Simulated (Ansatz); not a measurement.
Kohn–Sham single points on CH6GeNO, SMILES `C[O][GeH][NH2]` radical.

```yaml
crystal:
  periodic: [false, false, false]
  atoms:
    - {symbol: C, position_ang: [-1.542648, -0.125613, -0.974528]}
    - {symbol: O, position_ang: [-0.181024, 0.126775, -0.731652]}
    - {symbol: Ge, position_ang: [0.655961, -0.635566, 0.647277]}
    - {symbol: N, position_ang: [2.036212, 0.555524, 0.895540]}
    - {symbol: H, position_ang: [-1.683766, -0.396630, -2.025189]}
    - {symbol: H, position_ang: [-1.947645, -0.940735, -0.360782]}
    - {symbol: H, position_ang: [-2.132303, 0.774120, -0.766681]}
    - {symbol: H, position_ang: [-0.309385, -0.574357, 1.888014]}
    - {symbol: H, position_ang: [2.833714, 0.199814, 1.404953]}
    - {symbol: H, position_ang: [2.353983, 0.965567, 0.025850]}
basis:
  gaussian: {orbitals: def2-TZVPP}
magnetization: {spin_polarized: true, initial_magnetization: 1}
hamiltonian: {xc: {name: B3LYP}, dispersion: d4}
output: {forces: true, orbitals: {seedname: orbitals}}
```

```sh
$ ansatz run in.yaml --threads 2 --pin off --events-out ev --progress --plain --max-ram 32768MiB --backend cpu
```

It prints (some lines left out):

```
Functional definition: B3LYP
1229 factors; their error is unknown
mean field evaluation 1: about -61179.1002 eV, gradient 6.1e1 eV
mean field evaluation 2: about -61136.6077 eV, gradient 1.1e2 eV
mean field evaluation 4: about -61192.6575 eV, gradient 8.2e0 eV
mean field evaluation 8: about -61192.9047 eV, gradient 2.4e-1 eV
mean field evaluation 16: about -61193.1163 eV, gradient 7.3e-4 eV
mean field -61193.11629125 eV, -2248.8055455194 hartree, gradient 4.0e-5 eV, S^2 0.753660; 0 other end points of the search recorded, 0 dependent functions left out
reference -61193.11655370 eV, -2248.8055551644 hartree; 30, 29 occupied and 195, 196 virtual orbitals, 1229 factors
Total energy: -61193.39635915 eV, -2248.8158378251 hartree
Atom 0 at    -1.542648    -0.125613    -0.974528 Å, force    -0.359101    -0.031759    -0.118202 eV/Å
Atom 1 at    -0.181024     0.126775    -0.731652 Å, force     0.106065     0.165543    -0.134039 eV/Å
Atom 2 at     0.655961    -0.635566     0.647277 Å, force     0.019458    -0.417050     0.148425 eV/Å
Atom 3 at     2.036212     0.555524     0.895540 Å, force     0.203316     0.185059     0.026319 eV/Å
Atom 4 at    -1.683766    -0.396630    -2.025189 Å, force    -0.004745     0.014322     0.052408 eV/Å
Atom 5 at    -1.947645    -0.940735    -0.360782 Å, force     0.019462     0.045620    -0.034203 eV/Å
Atom 6 at    -2.132303     0.774120    -0.766681 Å, force     0.021071    -0.046226    -0.013293 eV/Å
Atom 7 at    -0.309385    -0.574357     1.888014 Å, force    -0.052255     0.036042     0.059256 eV/Å
Atom 8 at     2.833714     0.199814     1.404953 Å, force     0.016811     0.021890     0.003914 eV/Å
Atom 9 at     2.353983     0.965567     0.025850 Å, force     0.029917     0.026559     0.009413 eV/Å
Dipole moment:     0.105730    -0.163531     0.021187 e Å
```

Run time 8 s (2 threads of an AMD EPYC 7R13 on a shared host); peak host memory 0.74 GiB.

The same input with `hamiltonian: {xc: {name: LC-wPBE}}` and no forces (abridged; 6.5 s):

```
Functional definition: LC-wPBE
mean field evaluation 16: about -61181.4383 eV, gradient 5.6e-4 eV
mean field -61181.43831870 eV, -2248.3763879440 hartree, gradient 2.8e-5 eV, S^2 0.756068
Total energy: -61181.43831871 eV, -2248.3763879443 hartree
```

Changing it to `hamiltonian: {xc: {name: BLYP}, dispersion: d4}` and no forces (abridged; 4.1 s):

```
Functional definition: BLYP
mean field evaluation 16: about -61191.7902 eV, gradient 4.9e-3 eV
mean field -61191.79017710 eV, -2248.7568117234 hartree, gradient 1.9e-5 eV, S^2 0.752023
Total energy: -61192.17521566 eV, -2248.7709616293 hartree
```

Changing it to `hamiltonian: {xc: hse06, dispersion: d4}` and no forces (abridged; 7.5 s):

```
Functional definition: HSE06
mean field evaluation 16: about -61178.9978 eV, gradient 6.8e-4 eV
mean field -61178.99777897 eV, -2248.2866997630 hartree, gradient 1.3e-5 eV, S^2 0.754003
Total energy: -61179.13317498 eV, -2248.2916754747 hartree
```

With the line `hamiltonian: {xc: {name: wB97X-V}}` and no forces (abridged; 16 s):

```
Functional definition: wB97X-V
mean field evaluation 16: about -61184.8935 eV, gradient 2.8e-4 eV
mean field -61184.89348641 eV, -2248.5033630152 hartree, gradient 2.1e-5 eV, S^2 0.755085
Total energy: -61184.89348482 eV, -2248.5033629567 hartree
```

The same input with `hamiltonian: {xc: {name: r2SCANh}, dispersion: d4}` and no forces (abridged; 11 s):

```
Functional definition: r2SCANh
mean field evaluation 16: about -61188.4496 eV, gradient 1.3e-3 eV
mean field -61188.44957743 eV, -2248.6340469499 hartree, gradient 8.3e-5 eV, S^2 0.755803
Total energy: -61188.49425908 eV, -2248.6356889702 hartree
```

B3LYP takes the VWN-RPA correlation (the form of Gaussian; ORCA's B3LYP/G).

HSE06 is the plane-wave form, built on full-range PBE exchange.
